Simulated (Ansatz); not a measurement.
`O[SiH2]C[Si](O)(Cl)Cl` + `N[Si](O)(F)F` → `N[Si](O)(Cl)Cl` + `O[SiH2]C[Si](O)(F)F`  (redistribution)

Gas-phase electronic energies from Ansatz, PBE0-D4/def2-TZVP geometries. CBS: MP2 limit from def2 TZ/QZ plus the TZ coupled-cluster correction, frozen cores. This one scheme is used for every species. DFT in def2-TZVPP. B3LYP here is the variant with VWN-RPA as its local correlation; programs differ in this. One conformer a species, not always the lowest.

| level | ΔE (eV) |
| --- | --- |
| r2SCAN-D4 | 0.06 |
| B3LYP | 0.04 |
| MP2/def2-QZVPP | 0.08 |
| MP2/CBS(def2) | 0.08 |

Question: What does CCSD(T)/CBS give? (Best estimate.)

Answer: Computed: +0.07 eV. The listed levels differ from it by -0.01, -0.03, 0.01, 0.01 eV.

Largest T1 diagnostic among the species: 0.011.
